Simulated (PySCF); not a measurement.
Iodine: a sound run and one with changed settings

Sound run: I [Kr] 4d10 5s2 5p5, I⁺ [Kr] 4d10 5s2 5p4. Calculation: PySCF 2.14, in def2-SVP with the def2 core potential (28 electrons) (4s4p2d, 26 functions); scalar relativity through the core potential. The sound run starts from symmetry-adapted Hartree-Fock orbitals and uses a fine grid where one is needed.

Changed run: initial guess atom, at most 5 SCF cycles. This setting is unsound on purpose.

```
species  method  sound run (hartree)  changed run (hartree)  converged
      I     UHF           -296.64961             -296.64961         no
      I    MN15           -296.94922             -296.94922         no
      I  M06-2X           -297.60260             -297.60260         no
     I⁺     UHF           -296.29709             -296.29709         no
     I⁺    MN15           -296.56811             -296.56811         no
     I⁺  M06-2X           -297.22279             -297.22279         no
```

The SCF was stopped early; the energies are upper bounds that still move, and correlated levels were skipped or rest on poor orbitals.
